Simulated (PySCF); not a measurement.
**Question.** What does the PBE0-D3(BJ)/def2-SVP structure of `[OH2]->[Ni](<-[OH2])([I])[I]` (NiI2(H2O)2) [triplet] look like in three dimensions? (Triplet state.)

**Answer.** 
```
atom  x, y, z in Å
Ni1   -0.093   -0.018   -0.084
I2    -0.727    0.163    2.380
I3     2.098   -0.076   -1.389
O4    -0.467    1.949   -0.478
H5     0.331    2.337   -0.871
H6    -0.613    2.396    0.372
O7    -0.368   -2.036   -0.171
H8    -0.475   -2.360    0.738
H9     0.448   -2.426   -0.523
```

Any rigid rotation of these coordinates is as good. Atoms count from 1 in this order. O4 (oxygen bonded to Ni and 2 H) is pyramidal (angles 108.2°, 107.6° and 107.1°, sum 323.0°, 0.42 Å off the plane of its three neighbours). Ni1 (nickel bonded to 2 I and 2 O) has angles from 94.1° to 157.2°.

Bonds between heavy atoms (Å): Ni1–I2 2.551, Ni1–I3 2.551, Ni1–O4 2.040, Ni1–O7 2.038.

Method: PBE0-D3(BJ)/def2-SVP geometry optimisation, gas phase, def2 core potentials past Kr in PySCF 2.14.0.

Point group: C2v (tolerance 0.08 Å). Not checked by PBE0-D3(BJ)/def2-SVP frequencies. ⟨S²⟩ = 2.003 (exact for a triplet: 2.00). Torsions: I2–Ni1–O4–H 125° and 10°, I2–Ni1–O7–H -11° and -126°.

Time: 10 min wall; peak memory 0.60 GiB. Hardware: Arm Neoverse V2, one thread, no GPU, on a shared host. This is the geometry optimisation.
